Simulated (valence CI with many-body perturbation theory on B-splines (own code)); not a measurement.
**Forbidden lines of V X**

Computed by relativistic CI+MBPT: four valence electrons over a frozen Dirac-Fock core [Ne], radial functions for each j: 11 s, 11 p, 9 d, 7 f, 5 g, 2 h, 1 i, with the one-electron correlation potential Σ1 (screened to all orders), the two-electron term Σ2, the three-electron term Σ3, Breit, model QED; selected single and double excitations, second order for the rest, scaled by the run's own slope (own B-spline code, finite nucleus).

No measured spectrum was set against this ion. As an estimate, levels of excited configurations hold to 0.05 to 0.15 % of their energy, terms of the ground configuration to about 0.5 %.

Lines 1 to 14 of 14 in falling wavelength, among levels below 646750 cm⁻¹, chosen from the decays that carry over 1 % of a level's rate. Wavelengths and rates use the calculated energies, so an error of 100 cm⁻¹ moves a line at 431.6 nm by 0.43 % and its rate by three times that or more. Electric multipoles are in the length gauge, E1 and E2 with the static RPA response of the core. Weak lines are less certain than strong ones. Lines between different terms over intervals too small for the method are left out, as are lines whose strength nearly cancels. Branching is blank where the lifetime is uncertain.

```
λ vac (nm)            Upper            Lower  Type   A (s⁻¹)  Branch %
      2389     3s2 3p2 3P_1     3s2 3p2 3P_0    M1  1.30e+00     100.0
      2046  3s2 3p 3d 3F°_4  3s2 3p 3d 3F°_3    M1  2.36e+00          
      1905     3s2 3p2 3P_2     3s2 3p2 3P_1    M1  1.89e+00     100.0
     431.6     3s2 3p2 1D_2     3s2 3p2 3P_2    M1  1.76e+01      61.0
     351.9     3s2 3p2 1D_2     3s2 3p2 3P_1    M1  1.12e+01      38.9
     282.8     3s2 3p2 1S_0     3s2 3p2 1D_2    E2  6.08e+00       2.5
     156.8     3s2 3p2 1S_0     3s2 3p2 3P_1    M1  2.31e+02      97.0
     108.3  3s2 3p 3d 3F°_4     3s 3p3 3P°_2    E2  1.45e+01          
     80.23  3s2 3p 3d 3F°_4     3s 3p3 3D°_3    E2  2.55e+00          
     80.23  3s2 3p 3d 3F°_4     3s 3p3 3D°_3    M1  1.82e+00          
     79.57  3s2 3p 3d 3F°_4     3s 3p3 3D°_2    E2  3.83e+00          
     53.93  3s2 3p 3d 3F°_4     3s 3p3 5S°_2    E2  1.24e+00          
     31.83  3s2 3p 3d 3F°_4     3s2 3p2 1D_2    M2  1.77e+01          
     29.65  3s2 3p 3d 3F°_4     3s2 3p2 3P_2    M2  1.52e+00
```
